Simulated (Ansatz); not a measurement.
`[CH3][AlH][CH2][SiH2]F` + `NCF` → `FCN[SiH2]F` + `[CH3][AlH][CH3]`  (ligand exchange at the Si–C bond)

Computed with Ansatz on PBE0-D4/def2-TZVP structures; ΔE is electronic, products minus reactants. CBS: MP2 limit from def2 TZ/QZ plus the TZ coupled-cluster correction, frozen cores. DFT in def2-TZVPP. B3LYP here is the variant with VWN-RPA as its local correlation; programs differ in this. Each species was taken in one conformer, which may not be the lowest.

| level | ΔE (kJ/mol) | difference from CCSD(T)/CBS |
| --- | --- | --- |
| PBE-D4 | -33.1 | 5.9 |
| B3LYP-D4 | -41.6 | -2.6 |
| B2PLYP | -42.3 | -3.3 |
| PBE | -33.7 | 5.3 |
| r2SCAN | -36.9 | 2.1 |
| HF/def2-TZVPP | -47.2 | -8.2 |
| SCS-MP2/def2-TZVPP | -42.1 | -3.1 |
| MP2/def2-QZVPP | -40.2 | -1.2 |
| SCS-MP2/def2-QZVPP | -42.1 | -3.1 |
| MP2/CBS(def2) | -39.6 | -0.6 |
| CCSD(T)/CBS | -39.0 | 0 |

Largest T1 diagnostic among the species: 0.011.

In def2-TZVPP, CCSD(T) changes the Hartree–Fock value by +7.6 kJ/mol (the triples alone add +1.3 kJ/mol) and MP2 by +6.9 kJ/mol.
